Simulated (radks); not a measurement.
The numbers below are computed, except where a source is named.
Problem. The table gives one normalised radial function P(r) = r R(r) of K4+ in [Ne] 3s2 3p3 (r in bohr). Code: a radial shooting solver on a logarithmic mesh with Libxc functionals. Model: scalar-relativistic Kohn-Sham, PBE, spin-polarised, spherical densities, finite nucleus; open shells are filled with parallel spins first; Fermi nuclear charge, rms radius 3.4349 fm.

r,P
0.007604,0.0045
0.01073,0.0087
0.01525,0.0166
0.02169,0.0314
0.03083,0.0580
0.04384,0.1035
0.06234,0.1758
0.08864,0.2785
0.125,0.3965
0.1778,0.4917
0.2528,0.4760
0.3595,0.2533
0.5111,-0.1926
0.7268,-0.7043
1.033,-0.9813
1.458,-0.8188
2.073,-0.4001
2.947,-0.1022
4.191,-0.0106

Which n and l does it have? It may be an empty orbital.

Solution. n = 3, l = 1: the number of nodes gives n - l - 1 = 1, the rise at small r (about r^(l+1)) gives l, and the extent must fit the shell. The curve is that of 3p up; the table hardly tells the two spins apart. 3p up: eigenvalue -73.383 eV, 1 radial node at r = 0.446 bohr, <r> = 1.23 bohr, 90 % of the charge inside 1.86 bohr.
